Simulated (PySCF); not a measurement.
Cl2Se. Atoms are numbered in the order given.

```xyz
3

Se     0.0000     0.0000     0.6855
Cl     0.0000    -1.6435    -0.6855
Cl     0.0000     1.6435    -0.6855
```
Charge 0, spin multiplicity 1.

Coordinates come from a ωB97X-D3(BJ)/def2-TZVP optimisation. The isomer is the one that the SMILES or the coordinates give; other isomers of the formula were not compared.

All values below come from PySCF with PBE/def2-TZVPD.

Symmetry labels are those of the subgroup C2v that the program uses (full group C2v).

### Question
List the valence orbital energies around the gap with their symmetry. (The exact figures need the calculation; the answer reports its results.)

### Answer

```json
[
 {"orbital": "HOMO−7", "symmetry": "A1", "energy (eV)": "-16.87"},
 {"orbital": "HOMO−6", "symmetry": "B2", "energy (eV)": "-11.47"},
 {"orbital": "HOMO−5", "symmetry": "A1", "energy (eV)": "-10.49"},
 {"orbital": "HOMO−4", "symmetry": "B1", "energy (eV)": "-9.50"},
 {"orbital": "HOMO−3", "symmetry": "A1", "energy (eV)": "-8.56"},
 {"orbital": "HOMO−2", "symmetry": "A2", "energy (eV)": "-8.38"},
 {"orbital": "HOMO−1", "symmetry": "B2", "energy (eV)": "-8.21"},
 {"orbital": "HOMO", "symmetry": "B1", "energy (eV)": "-5.79"},
 {"orbital": "LUMO", "symmetry": "A1", "energy (eV)": "-3.50"},
 {"orbital": "LUMO+1", "symmetry": "B2", "energy (eV)": "-3.29"},
 {"orbital": "LUMO+2", "symmetry": "A1", "energy (eV)": "-0.03"},
 {"orbital": "LUMO+3", "symmetry": "B2", "energy (eV)": "0.50"}
]
```
